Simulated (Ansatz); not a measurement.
CH7F2NSi2, singlet, geometry from GFN2-xTB; Ansatz (a first-principles code) with CAM-B3LYP/6-311G**.

Here is a job for Ansatz.
Ansatz 0.2 input:
```yaml
crystal:
  periodic: [false, false, false]
  atoms:
    - {symbol: Si, position_ang: [-1.97758680, -0.45918927, -0.37261958]}
    - {symbol: N, position_ang: [-0.54107799, 0.33028609, 0.24094707]}
    - {symbol: C, position_ang: [-0.77944735, 1.49345823, 1.08258788]}
    - {symbol: Si, position_ang: [1.03548589, -0.33123929, 0.21127000]}
    - {symbol: F, position_ang: [2.08188138, 0.86950050, 0.07876588]}
    - {symbol: F, position_ang: [1.22359994, -1.14884750, -1.14377223]}
    - {symbol: H, position_ang: [-2.72620055, 0.57038243, -1.09919131]}
    - {symbol: H, position_ang: [-1.53660526, -1.55904079, -1.21573626]}
    - {symbol: H, position_ang: [-2.76718987, -0.94033930, 0.76999516]}
    - {symbol: H, position_ang: [0.13123583, 2.07845258, 1.19017636]}
    - {symbol: H, position_ang: [-1.12222999, 1.19840023, 2.07774681]}
    - {symbol: H, position_ang: [-1.54546828, 2.12299530, 0.63093873]}
    - {symbol: H, position_ang: [1.47076909, -1.16347964, 1.30786517]}
basis:
  gaussian:
    orbitals: 6-311G__.json
hamiltonian:
  xc: cam_b3lyp
```
The basis file holds 6-311G** in the JSON format of the Basis Set Exchange.

Question: Predict the main parts of the log of this Ansatz run.

Answer: 
```
Functional definition: CAM-B3LYP
1385 factors; their error is unknown
420 factors; integrals over basis functions are off by at most 1.3e-5 eV
mean field evaluation 1: about -23828.0913 eV, gradient 6.4e1 eV
mean field evaluation 2: about -23824.9670 eV, gradient 7.7e1 eV
mean field evaluation 4: about -23835.0269 eV, gradient 2.8e0 eV
mean field evaluation 8: about -23835.0431 eV, gradient 2.7e-2 eV
mean field -23835.04789887 eV, -875.9218543078 hartree, gradient 9.0e-5 eV, S^2 0.000000; 0 other end points of the search recorded, 0 dependent functions left out
reference -23835.04804724 eV, -875.9218597602 hartree; 33, 33 occupied and 135, 135 virtual orbitals, 1385 factors
Total energy: -23835.04804724 eV, -875.9218597602 hartree
```
